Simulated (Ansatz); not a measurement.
Relaxation of CH2BIO (6 atoms, charge 0, multiplicity 1), to a largest force component of 0.02 eV/Å in at most 50 steps.

Computed with Ansatz, RKS PBE/def2-SVP.

```xyz
6
Properties=species:S:1:pos:R:3:forces:R:3
O -0.596 1.842 -0.114 -3.31 6.71 1.87
C -0.146 0.760 -0.387 6.07 -5.40 -3.96
B -0.155 -0.633 0.324 0.05 0.30 -0.40
I 1.500 -1.221 1.436 0.19 -0.27 0.09
H 0.412 0.646 -1.364 -0.13 -1.03 -0.52
H -0.800 0.701 0.482 -2.86 -0.31 2.92
```

Question: Where does it end, and by what steps?

Answer: It converged. After 15 steps the energy has fallen by 4.312 eV; H6 moved furthest, 0.95 Å. Parted: C2–H6. Joined: O1–H6.

```tsv
step	energy less start (eV)	largest force component (eV/Å)	accepted
0	0.0000	6.705	yes
1	-0.8017	2.261	yes
2	-1.3821	1.793	yes
3	-1.8621	2.502	yes
4	-2.5422	4.055	yes
5	-3.0333	4.751	yes
6	-3.8634	3.515	yes
7	-4.1762	1.533	yes
8	-4.2217	0.531	yes
9	-4.2730	1.200	yes
10	-4.2966	0.396	yes
11	-4.3028	0.621	yes
12	-4.3112	0.103	yes
13	-4.3118	0.090	yes
14	-4.3124	0.034	yes
15	-4.3124	0.005	yes
```

```xyz
6
Properties=species:S:1:pos:R:3
O -1.043 1.505 -0.292
C 0.000 0.619 -0.423
B 0.613 -0.347 0.415
I 1.601 -1.782 1.504
H 0.462 0.689 -1.430
H -1.418 1.412 0.602
```

Time of the run: 43 s on 1 thread of Arm Neoverse V1 (shared host), peak memory 0.14 GiB.
